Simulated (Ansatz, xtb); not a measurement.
**C5H4BrNS: 3 structures ranked**

3 gas-phase structures of C5H4BrNS, from a drawn sample of its isomers (lower ones may exist). Each was relaxed with GFN2-xTB; where two conformers were screened, the lower at r2SCAN-D4/def2-SVP is listed:

A. `C=Cc1scnc1Br`, a singlet
B. `C=Cc1csc(Br)n1`, a singlet
C. `C=Cc1ncsc1Br`, a singlet

Which do you expect lowest at r2SCAN-D4/def2-SVP, and how would the others follow?

Calculated order at r2SCAN-D4/def2-SVP: A (0.000), B (0.008), C (0.079) eV. Less than 1 kcal/mol parts A and B, so the order within that pair means little.

Energies above the lowest of each column, in eV; the last columns are at PBE-D3(BJ)/def2-SVP geometries:

```tsv
structure	GFN2-xTB	HF/STO-3G	r2SCAN-D4/def2-SVP	PBE-D3(BJ)/def2-SVP	CCSD(T)/def2-SVP + ΔMP2/def2-TZVPP
A	0.000	0.038	0.000	0.000	0.000
B	0.122	0.000	0.008	0.017	0.001
C	0.147	0.100	0.079	0.077	0.049
```

CCSD(T)/def2-SVP + ΔMP2/def2-TZVPP has A and B within 1 kcal/mol of each other at the bottom, and every level picks one of them. Some further structures that were screened fall inside this span and aren't listed. Flexible structures stand in one conformer each, not always the lowest. ΔMP2 is the change of the MP2 energy from the smaller to the larger basis.

Programs: Ansatz 0.2.0, xtb 6.7.1.
